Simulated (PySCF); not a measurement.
MgPb: from constants to spectrum

MN15 constants of MgPb, ³Σ⁻ (triplet), unpaired electrons π ↑↑ (Mg aug-cc-pVDZ, Pb aug-cc-pVDZ-PP with ECP60; scalar-relativistic core potentials (PySCF 2.14); masses 23.9850 and 207.9766 u):

```
ωe            : 201.0 cm⁻¹
ωexe          : 1.28 cm⁻¹
Be            : 0.098385 cm⁻¹
αe            : 0.000746 cm⁻¹
De to Mg + Pb : 0.93 eV
```

Q: What force constant and bond length do these constants imply?

A: Reduced mass μred = 21.505 u; k = 5.8918×10⁻⁷·μred·ωe² (u, cm⁻¹, mdyn/Å) = 0.512 mdyn/Å; Re = √(16.8576/(μred·Be)) (u, cm⁻¹, Å) = 2.823 Å.

Q: Estimate the centrifugal constant D from the Kratzer relation and find the Dunham coefficient a1.

A: D = 4Be³/ωe² = 9.43e-08 cm⁻¹; a1 = −1 − αeωe/(6Be²) = -3.58.

These are scalar-relativistic numbers at best; spin–orbit coupling would shift them, the dissociation energy most. The state is the lowest determinant that a PBE0 search found; another state may lie lower at other levels.
